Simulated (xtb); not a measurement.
CH6BClO2Si, SMILES OB(O)C[SiH2]Cl. All values are semi-empirical tight-binding results from xtb (GFN2-xTB unless named), good for trends rather than for accurate numbers. Coordinates come from a GFN2-xTB optimisation. The structure was generated by enumeration, and PubChem lists no compound with its InChIKey, so it may never have been made. One conformer was computed; it need not be the lowest.

Optimised geometry:

Bonded distances (Å): Si1–Cl2 2.023, Si1–C3 1.898, Si1–H7 1.463, Si1–H8 1.463, C3–B4 1.600, C3–H9 1.092, C3–H10 1.092, B4–O5 1.352, B4–O6 1.352, O5–H11 0.955, O6–H12 0.955. Bond angles (°): Cl2–Si1–C3 108.8, Cl2–Si1–H7 107.3, Cl2–Si1–H8 107.3, C3–Si1–H7 111.3, C3–Si1–H8 111.3, H7–Si1–H8 110.6, Si1–C3–B4 110.6, Si1–C3–H9 108.9, Si1–C3–H10 108.8, B4–C3–H9 111.2, B4–C3–H10 111.0, H9–C3–H10 106.2, C3–B4–O5 122.4, C3–B4–O6 122.2, O5–B4–O6 115.4, B4–O5–H11 116.6, B4–O6–H12 116.4.

```
Property                                       Result
--------------------------------------  -------------
orbital gap                                   5.62 eV
dipole moment                                  0.50 D
zero-point energy                       48.3 kcal/mol
G − E(el) at 298.15 K (modified RRHO)   27.1 kcal/mol
static polarisability (D4 model)           76.9 bohr³
solvation energy, GFN2-xTB/ALPB(water)  -8.6 kcal/mol
solvation energy, GFN2-xTB/ALPB(ether)  -9.9 kcal/mol
```

**Question.** Give the atomic charges and the Wiberg bond orders between heavy atoms. (The exact figures need the calculation; the answer reports its results.)

**Answer.** charges (e) Si1 0.50, Cl2 -0.26, C3 -0.27, B4 0.43, O5 -0.46, O6 -0.46, H7 -0.07, H8 -0.07, H9 0.03, H10 0.03, H11 0.30, H12 0.30. Bond orders Si1–Cl2 1.08, Si1–C3 0.89, C3–B4 0.98, B4–O5 1.18, B4–O6 1.18.
